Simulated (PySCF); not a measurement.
Species: C₇H₉N.
SMILES: `Cc1ccccc1N`

Theory: PBE0-D3(BJ)/def2-TZVP geometry optimisation, gas phase (PySCF).

Masses are those of the commonest isotopes; rigid-rotor values at the optimised geometry. 

(1) Give the principal moments of inertia and the rotational constants in MHz.

(2) What kind of rotor is it?

(3) What does the inertial defect say?

(4) Give the coordinates in the principal-axis frame, origin at the centre of mass.

(5) Where do the levels up to J = 5 lie, in MHz?

(6) Which lines would a microwave search look for?

Answers

(1) Ia = 154.36, Ib = 228.52, Ic = 379.32 u·Å²; 505379 MHz·u·Å²/I gives A = 3274, B = 2212, C = 1332 MHz.

(2) An asymmetric top. Ray's parameter κ = (2B − A − C)/(A − C) = -0.094; −1 is the prolate and +1 the oblate limit.

(3) Not planar: Δ = Ic − Ia − Ib = -3.55 u·Å². For a rigid frame Δ = −2 Σ m c², so Σ m c² = 1.78 u·Å² lies off the ab plane: 1.74 from hydrogen and 0.03 from heavier atoms. The atom farthest from that plane is 0.91 Å away.

(4) The sense of each axis is arbitrary; atoms in the order of the calculation.
```
atom  mass (u)   a (Å)   b (Å)   c (Å)
  C1    12.000  -1.860  -1.407   0.006
  C2    12.000  -0.544  -0.695  -0.004
  C3    12.000   0.655  -1.395  -0.004
  C4    12.000   1.883  -0.749  -0.001
  C5    12.000   1.911   0.637   0.002
  C6    12.000   0.730   1.358  -0.001
  C7    12.000  -0.503   0.708  -0.006
  N8    14.003  -1.682   1.438   0.048
  H9     1.008  -2.479  -1.093   0.853
 H10     1.008  -1.719  -2.485   0.074
 H11     1.008  -2.437  -1.211  -0.907
 H12     1.008   0.619  -2.479  -0.004
 H13     1.008   2.803  -1.321  -0.001
 H14     1.008   2.858   1.164   0.004
 H15     1.008   0.756   2.443   0.003
 H16     1.008  -2.494   0.985  -0.337
 H17     1.008  -1.602   2.397  -0.246
```

(5) Above 0(0,0):
J = 1: 1(0,1) 3544, 1(1,1) 4606, 1(1,0) 5486
J = 2: 2(0,2) 10268, 2(1,2) 10815, 2(1,1) 13453, 2(2,1) 16640, 2(2,0) 17004
J = 3: 3(0,3) 19726, 3(1,3) 19932, 3(1,2) 25103, 3(2,2) 27272, 3(2,1) 28809, 3(3,1) 34978, 3(3,0) 35082
J = 4: 4(0,4) 31770, 4(1,4) 31834, 4(1,3) 39981, 4(2,3) 41152, 4(2,2) 44796, 4(3,2) 49669, 4(3,1) 50315, 4(4,1) 59769, 4(4,0) 59794
J = 5: 5(0,5) 46428, 5(1,5) 46445, 5(1,4) 57580, 5(2,4) 58075, 5(2,3) 64602, 5(3,3) 67930, 5(3,2) 69979, 5(4,2) 78285, 5(4,1) 78488, 5(5,1) 91081, 5(5,0) 91086
The levels of one J sum to (2J + 1)J(J + 1)(A + B + C)/3.

(6) The dipole components are |μa| = 1.39 D, |μb| = 0.61 D, |μc| = 0.89 D. Intensities carry the squares of the components, which stand as 1.00 : 0.19 : 0.41 (a : b : c). Some lines, for components of 0.1 D or more:

| type | branch | J(Ka,Kc) | MHz | lower level (cm⁻¹) |
| --- | --- | --- | --- | --- |
| a | Q | 2(2,0) ← 2(2,1) | 364 | 0.555 |
| c | Q | 2(1,2) ← 2(0,2) | 547 | 0.342 |
| a | Q | 1(1,0) ← 1(1,1) | 879 | 0.154 |
| c | Q | 1(1,1) ← 1(0,1) | 1063 | 0.118 |
| b | Q | 1(1,0) ← 1(0,1) | 1942 | 0.118 |
| a | Q | 2(1,1) ← 2(1,2) | 2638 | 0.361 |
| b | Q | 2(1,1) ← 2(0,2) | 3185 | 0.342 |
| c | Q | 2(2,1) ← 2(1,1) | 3188 | 0.449 |
| a | R | 1(0,1) ← 0(0,0) | 3544 | 0.000 |
| b | Q | 2(2,0) ← 2(1,1) | 3552 | 0.449 |
| b | R | 1(1,1) ← 0(0,0) | 4606 | 0.000 |
| c | R | 1(1,0) ← 0(0,0) | 5486 | 0.000 |
| b | R | 2(0,2) ← 1(1,1) | 5661 | 0.154 |
| b | Q | 2(2,1) ← 2(1,2) | 5825 | 0.361 |
| a | R | 2(1,2) ← 1(1,1) | 6208 | 0.154 |
| a | R | 2(0,2) ← 1(0,1) | 6724 | 0.118 |
| b | R | 2(1,2) ← 1(0,1) | 7271 | 0.118 |
| a | R | 2(1,1) ← 1(1,0) | 7967 | 0.183 |
| c | R | 2(1,1) ← 1(0,1) | 9909 | 0.118 |
| b | R | 2(2,1) ← 1(1,0) | 11155 | 0.183 |
| c | R | 2(2,0) ← 1(1,0) | 11519 | 0.183 |
| c | R | 2(2,1) ← 1(1,1) | 12034 | 0.154 |
| b | R | 2(2,0) ← 1(1,1) | 12398 | 0.154 |

Whether it is a minimum is left open (no frequencies). No vibrational averaging or centrifugal distortion is included, and the geometry carries the error of its method. A rigid rotor knows nothing of inversion at nitrogen or internal rotation, which can split or shift real lines. Quadrupole hyperfine structure (14N) is left out.

On Intel Xeon at 2.50 GHz, 2 threads, shared host, this took 12 min wall, 25 min CPU and 1.9 GiB of memory at its peak. That covers the optimisation of the geometry.

Conformer computed: `[CH3:1][c:2]1[cH:3][cH:4][cH:5][cH:6][c:7]1[NH2:8]`: H–N8–C7–C6 155°, H–N8–C7–C6 21°.
